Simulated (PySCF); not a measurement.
Molfile (atoms numbered from 1):
```
C4H8BFO2
     RDKit          3D

 16 16  0  0  0  0  0  0  0  0999 V2000
   -2.2519    1.2955   -0.6739 O   0  0  0  0  0  0  0  0  0  0  0  0
   -1.5878    0.1085   -0.5373 B   0  0  0  0  0  0  0  0  0  0  0  0
   -2.3164   -1.0261   -0.3848 O   0  0  0  0  0  0  0  0  0  0  0  0
   -0.0149    0.0482   -0.4921 C   0  0  2  0  0  0  0  0  0  0  0  0
    0.7776   -1.2093   -0.0679 C   0  0  0  0  0  0  0  0  0  0  0  0
    1.7794   -0.2930    0.6645 C   0  0  0  0  0  0  0  0  0  0  0  0
    0.6914    0.7751    0.6667 C   0  0  1  0  0  0  0  0  0  0  0  0
    1.0617    2.0760    0.4388 F   0  0  0  0  0  0  0  0  0  0  0  0
   -1.6547    2.0479   -0.7369 H   0  0  0  0  0  0  0  0  0  0  0  0
   -3.2628   -0.8425   -0.4023 H   0  0  0  0  0  0  0  0  0  0  0  0
    0.4195    0.4572   -1.4221 H   0  0  0  0  0  0  0  0  0  0  0  0
    1.1688   -1.8528   -0.8676 H   0  0  0  0  0  0  0  0  0  0  0  0
    0.1959   -1.8360    0.6244 H   0  0  0  0  0  0  0  0  0  0  0  0
    2.5924    0.0224   -0.0073 H   0  0  0  0  0  0  0  0  0  0  0  0
    2.2062   -0.6140    1.6263 H   0  0  0  0  0  0  0  0  0  0  0  0
    0.0965    0.7587    1.5975 H   0  0  0  0  0  0  0  0  0  0  0  0
  1  2  1  0
  2  3  1  0
  2  4  1  0
  4  5  1  0
  5  6  1  0
  6  7  1  0
  7  8  1  0
  7  4  1  0
  1  9  1  0
  3 10  1  0
  4 11  1  6
  5 12  1  0
  5 13  1  0
  6 14  1  0
  6 15  1  0
  7 16  1  1
M  END
```

- geometry from PBE0-D3(BJ)/def2-SVP
- KT2/pcSseg-1 with gauge-including orbitals
- run in PySCF 2.14.0 with density-fitted response routines
- averaged over atoms made equivalent by symmetry, fast rotation or ring inversion, one computed conformer, no solvent model, relativity neglected

References, each an isolated molecule treated in the same way: 13C, 1H against TMS; 17O vs H2O; 11B against BF3·OEt2; 19F vs CFCl3.

```csv
atoms,nucleus,count,δ (ppm)
H13,1H,1,1.50
C6,13C,1,36.3
F8,19F,1,?
B2,11B,1,26.9
H14,1H,1,2.07
C5,13C,1,?
H11,1H,1,1.69
H9/H10,1H,2,?
C7,13C,1,91.5
C4,13C,1,36.2
H16,1H,1,4.64
O1/O3,17O,2,?
H15,1H,1,2.26
H12,1H,1,1.64
```

Estimate the values marked ?.

## Answers


- C5: 13.9 ppm, sp3 CH2 in a ring; saturated and bonded to C and H only
- H9/H10: 3.62 ppm, hydrogen on an oxygen bonded to B; labile proton, position sensitive to the medium
- O1/O3: 123.0 ppm, oxygen bonded to B, H
- F8: -185.1 ppm, fluorine on an sp3 carbon

Exchangeable OH/NH protons stand at their gas-phase positions; hydrogen bonding in a real sample shifts them, mostly to higher δ. A carbon bonded to boron is broadened by the quadrupolar boron nucleus and is often missing from a measured spectrum. Shifts are as computed. Against solution values, carbons near 30 ppm lie about +2 ppm off and those near 130 ppm about -5 ppm. Of 1309 compounds with measured shifts, 239 miss one by over three times the rms of a fit or turn the order of signals round; such compounds aren't used in these exercises. Unscaled 19F shifts against computed CFCl3 carry errors that often reach 10 to 50 ppm. Experimental scales use liquid or dissolved standards, which lie at an offset from isolated H2O (liquid H2O: subtract about 36 ppm).
